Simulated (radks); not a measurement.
Ionisation of neutral titanium, [Ar] 3d2 4s2, to [Ar] 3d2 4s1 as the strength of local exchange is varied. Method: scalar-relativistic Kohn-Sham, Slater X-alpha exchange (alpha = 2/3 is LDA exchange), no correlation, spin-polarised, spherical densities, finite nucleus; open shells are filled with parallel spins first; Fermi nuclear charge, rms radius 3.5921 fm; computed with a radial shooting solver on a logarithmic mesh with Libxc functionals.

alpha  E(Ti) (hartree)  exchange (hartree)  IE (eV)  -e of the level emptied (eV)  <r> of it (bohr)
0.576       -844.79093           -32.86827    5.269                    2.924 (4s)             3.820
0.667       -850.00109           -38.28067    5.617                    3.304 (4s)             3.740
0.887       -862.72021           -51.60565    6.552                    4.343 (4s)             3.544
0.997       -869.14452           -58.39442    7.064                    4.919 (4s)             3.449
1.023       -870.66926           -60.01127    7.189                    5.061 (4s)             3.427

NIST Atomic Spectra Database: 6.828 eV (measured). The Delta-SCF value meets it near alpha = 0.95. Open shells are spherical and high-spin; term and fine-structure splittings are not resolved.
